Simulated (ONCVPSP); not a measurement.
# Before and after: ONCV potential for Pb (Z = 82)

* Element: Pb (Z = 82)
* Generator: ONCVPSP 4.0.1
* Type: optimised norm-conserving Vanderbilt (ONCV)
* Functional: PBE
* Relativity: scalar-relativistic
* Frozen core: [Kr] 4d10 4f14
* Valence charge: 22
* Reference configuration: 5s2 5p6 5d10 6s1.5 6p2.5
* Partial waves: 5s+6s: rc 1.55 bohr, ncon 4, nbas 8, qcut 7.2 1/bohr, 2 projectors; 5p+6p: rc 1.85 bohr, ncon 4, nbas 7, qcut 8.4 1/bohr, 3 projectors, debl 2.9 Ha; 5d: rc 1.15 bohr, ncon 3, nbas 7, qcut 8.8 1/bohr, local
* Local potential: the d channel
* Core correction: none

All-electron outer shells of the reference configuration (PBE, scalar-relativistic, ld1.x):

| shell | level (eV) | outermost node (bohr) | outermost maximum (bohr) |
| --- | --- | --- | --- |
| 4d | -403.02 | 0.19 | 0.39 |
| 5s | -145.09 | 0.45 | 0.79 |
| 4f | -133.82 | – | 0.35 |
| 5p | -86.76 | 0.49 | 0.88 |
| 5d | -22.04 | 0.52 | 1.07 |
| 6s | -12.61 | 1.01 | 1.95 |
| 6p | -3.87 | 1.18 | 2.63 |

Change: all radii scaled by about 0.89 (s 1.38, p 1.64, d 1.02 bohr).

Cutoffs: the cutoffs (Ha) at which the residual kinetic energy of the hardest occupied pseudo-wave falls to 1 and 0.1 mHa per electron; they do not see the model core or the augmentation charge, which bear on the density cutoff. Errors are all-electron minus pseudo energies relative to the spin-unpolarised reference configuration.

**Question.** How do hardness, ghosts and transferability respond?

**Answer.** The potential gets harder (24 Ha and 38 Ha → 24 Ha and 79 Ha); of the 4 tests that both files solve, the error grows in 1 and shrinks in 2 by more than 15 % and 0.3 meV (median size 5.2 → 4.8 meV); neither file shows a bound ghost. A smaller radius makes the pseudo-wave follow the all-electron one further in, where it bends more sharply, so more plane waves are needed.

| quantity | base | changed |
| --- | --- | --- |
| cutoff, loose | 24 Ha | 24 Ha |
| cutoff, tight | 38 Ha | 79 Ha |
| loose cutoff by channel | s 21 Ha, p 20 Ha, d 24 Ha | s 24 Ha, p 18 Ha, d 24 Ha |
| bound ghosts | none | none |
| GHOST(+) flags under 300 eV | none | none |
| error for 5s2 5p6 5d10 6s2 6p2, meV [ΔE -4.32 eV] | +0.6 | +0.9 |
| error for 5s2 5p6 5d10 6s2 6p1, meV [ΔE 2.26 eV] | -2.1 | -1.7 |
| error for 5s2 5p6 5d10 6s2 6p0, meV [ΔE 15.70 eV] | -8.2 | -7.8 |
| error for 5s1 5p6 5d10 6s2 6p2, meV [ΔE 147.65 eV] | -615 | -424 |
